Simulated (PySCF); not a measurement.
Compound: C3H8AlNO.
Geometry (GFN2-xTB, Å), atoms numbered from 1 in this order:
```xyz
14
C3H8AlNO angstrom
O     -1.3163   -1.4195   -0.1584
C     -1.6764   -0.1102   -0.4424
C     -1.2574    0.8800    0.6920
C      0.1612    0.9315    0.7186
N      1.3086    0.8836    0.6609
Al     2.5370   -0.3889   -0.2529
H     -0.3784   -1.5645   -0.3600
H     -1.2510    0.2393   -1.3914
H     -2.7680   -0.0933   -0.5102
H     -1.6263    0.5021    1.6493
H     -1.6766    1.8698    0.5034
H      3.6248    0.5696   -0.8199
H      1.5011   -1.0032   -1.3024
H      2.8169   -1.2967    0.9912
```

The closed-shell ground state was solved at several levels (PySCF, density fitting, gas phase, non-relativistic). GFN2-xTB frequencies show an imaginary mode (30i cm⁻¹), so this geometry is no minimum at that level.

```
         level  basis functions  HOMO (eV)  LUMO (eV)  gap (eV)  dipole (D)
PBE0/def2-SVPD              191      -7.49      -1.41      6.08        6.46
 PBE0/pcSseg-1              149      -7.53      -1.39      6.14        6.51
```

**Question.** What might B3LYP/def2-SVPD (191 basis functions) give for the same quantities?

**Answer.** HOMO -7.30 eV, LUMO -1.68 eV, gap 5.62 eV, dipole 6.45 D.

**Question.** Over all these levels, which gives the widest orbital gap and which the narrowest?

**Answer.** PBE0/pcSseg-1 (global hybrid, 25 % exact exchange) has the widest, 6.14 eV, and B3LYP/def2-SVPD (global hybrid, 20 % exact exchange) the narrowest, 5.62 eV. Functional and basis both differ between the two, so the spread mixes both effects.

**Question.** How far do the dipole and the HOMO energy spread over the levels?

**Answer.** The dipole runs from 6.45 to 6.51 D (mean 6.47 D) and the HOMO from -7.53 to -7.30 eV.

One conformer stands for the species.
